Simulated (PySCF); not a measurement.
# Polarisability and C₆ of Ru³⁺ (ruthenium, charge +3)

[Kr] 4d5, high-spin 6S determinant. Computed with PySCF 2.14 in aug-cc-pVTZ-PP with ECP28MDF, with scalar relativity through the core potential. Coupled (time-dependent) response in atomic units; α is the mean over directions.

```json
{"method": "UHF", "mean α (bohr³)": "4.667", "C₆ (like pair)": "21.02", "S(−4)": "4.351"}
{"method": "PBE", "mean α (bohr³)": "5.160", "C₆ (like pair)": "23.51", "S(−4)": "6.145"}
{"method": "PBE0", "mean α (bohr³)": "4.982", "C₆ (like pair)": "22.63", "S(−4)": "5.436"}
{"method": "B97-3", "mean α (bohr³)": "4.951", "C₆ (like pair)": "22.46", "S(−4)": "5.294"}
```

S(−4) is the Cauchy moment in α(ω) = α(0) + S(−4) ω² + …

α(iu) at PBE0:

```
u (hartree)  α(iu) (bohr³)
          0          4.982
     0.0500          4.969
      0.100          4.929
      0.200          4.780
      0.300          4.564
      0.500          4.046
      0.750          3.411
       1.00          2.870
       1.50          2.062
       2.00          1.520
       3.00         0.8925
       5.00         0.3940
```

A single London oscillator, α(iu) = α/(1 + u²/ω²), gives C₆ = (3/4) ω α². Matching the computed C₆ needs ω = 4 × 22.63 / (3 × 4.982²) = 1.22 hartree.

For an ion, C₆ is the dispersion term alone; charge-induced terms of lower order in 1/R come first.

Energies and moments cover only the electrons outside the core potential.
